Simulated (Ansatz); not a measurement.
A nudged elastic band was laid between two geometries of CH5NSSi (9 atoms, charge 0, multiplicity 1).

All numbers below come from RKS PBE/def2-SVP (Ansatz 0.2.0).

- movable images: 5
- climbing image: yes
- spring: 5.0 eV/Å²
- optimiser: quadratic models (default)
- start path: IDPP
- force threshold: 0.05 eV/Å
- iteration limit: 60
- end points: relaxed

Initial state:

```xyz
9
Properties=species:S:1:pos:R:3
Si -0.112 1.096 -0.824
N 0.145 -0.631 -0.721
C 0.224 -1.487 0.211
S 0.099 -1.317 1.995
H -1.335 1.323 -1.665
H -0.311 1.809 0.501
H 1.086 1.693 -1.502
H 0.400 -2.564 -0.018
H -0.108 0.032 2.006
```

Final state:

```xyz
9
Properties=species:S:1:pos:R:3
Si -0.699 1.158 -0.822
N -0.604 -0.563 -0.452
C 0.167 -1.192 0.333
S 1.463 -0.475 1.355
H -1.721 1.354 -1.901
H -1.120 1.931 0.403
H 0.631 1.686 -1.301
H 0.092 -2.298 0.454
H 1.880 -1.646 1.914
```

Q: What changes between the two ends?

A: No bond is made or broken. The dihedral N2–C3–S4–H9 goes from 0 to -180°.

Q: Give the energies along the band, and the barrier.

A: It converged. The highest image is number 3 of 0 to 6, 0.35 eV above the first end and 0.31 eV above the last; the last end lies 0.04 eV above the first. A vibrational analysis at the climbing image gives one clearly imaginary mode, 349i cm⁻¹, and a faint second one (17i cm⁻¹) that may be numerical noise or a soft torsion: probably a first-order saddle point.

```csv
image,path coordinate (Å),energy (eV),dihedral N2–C3–S4–H9 (°)
0,0.00,0.00,0
1,0.74,0.01,-3
2,1.49,0.17,-39
3,2.23,0.35,-89
4,3.07,0.17,-140
5,3.91,0.04,177
6,4.75,0.04,-180
```

Q: What is the geometry of the highest image?

A: 
```xyz
9
Properties=species:S:1:pos:R:3:forces:R:3
Si -0.599 1.024 -0.855 -0.01 -0.01 0.00
N 0.024 -0.632 -0.743 0.00 -0.01 0.00
C 0.364 -1.338 0.243 0.03 0.02 0.01
S 0.291 -0.860 2.044 -0.02 -0.01 0.00
H -1.687 0.991 -1.886 0.00 0.00 0.00
H -1.131 1.616 0.422 0.01 0.00 0.00
H 0.544 1.855 -1.368 0.00 0.00 0.00
H 0.739 -2.377 0.106 -0.01 -0.01 -0.01
H 1.543 -0.324 2.020 0.01 0.00 0.00
```

Run time: 2 min on 1 thread of Arm Neoverse V2 (shared host), peak memory 0.12 GiB.
